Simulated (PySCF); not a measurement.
Species: C₂H₆B₂O₄.
SMILES: `OB(O)B1OCCO1`

The calculation used PySCF, TDDFT CAM-B3LYP/def2-SVPD, vertical, gas phase, core orbitals frozen in the response. Isolated species at its PBE0-D3(BJ)/def2-SVP geometry (one conformer only). Torsions of this conformer, `[OH:1][B:2]([OH:3])[B:4]1[O:5][CH2:6][CH2:7][O:8]1`: O1–B2–B4–O5 -2°, H–O1–B2–O3 180°, H–O3–B2–O1 0°.

**Question.** What does the calculation give for the low-lying excited states?

**Answer.** 

```csv
state,E (eV),E (hartree),f,"main configurations (H = HOMO, L = LUMO)"
S1,6.85,0.2519,0.020,H-1→L (96%)
S2,7.03,0.2583,0.028,H→L (97%)
S3,7.32,0.2689,0.0000,"H→L+1 (73%), H→L+2 (19%)"
S4,8.05,0.2960,0.063,"H-2→L (80%), H-1→L+1 (13%)"
S5,8.12,0.2983,0.025,"H-1→L+1 (75%), H-2→L (14%)"
S6,8.21,0.3016,0.0000,"H-4→L (50%), H→L+3 (22%)"
S7,8.24,0.3026,0.0000,"H→L+3 (33%), H-4→L (32%), H→L+2 (11%)"
S8,8.32,0.3057,0.0001,"H-2→L+1 (50%), H-2→L+2 (33%)"
S9,8.45,0.3105,0.0041,"H-3→L (81%), H-4→L (14%)"
S10,8.55,0.3140,0.0082,"H→L+4 (64%), H-5→L+1 (8%)"
```

Triplets (Tamm–Dancoff): T1 5.54 eV, H-1→L (93%); T2 6.20 eV, H→L (92%); T3 6.97 eV, H-2→L (92%); T4 7.16 eV, H→L+1 (67%), H→L+2 (20%).

The lowest singlet comes at 181 nm (661 kJ/mol) in the vacuum ultraviolet; it is weak; its leading configuration is HOMO-1→LUMO (96%). The strongest level in the table is S4 at 8.05 eV (154 nm, f = 0.063). Löwdin shares by element: HOMO oxygen 58% or more, carbon 18% (atoms not listed hold the other 24%); LUMO boron 52%, oxygen 24% or more (atoms not listed hold the other 24%). Weighted by f, the mean energy of these states is 7.75 eV. The listed states span 1.69 eV, and the widest gap between neighbours is 0.74 eV (S3 to S4). Of the 10 states listed, 4 reach f = 0.01 and 4 stay under 0.0005. All these states lie below the vertical ionisation energy of 10.57 eV (ΔSCF). Singlets were solved by full linear response, triplets in the Tamm–Dancoff approximation.
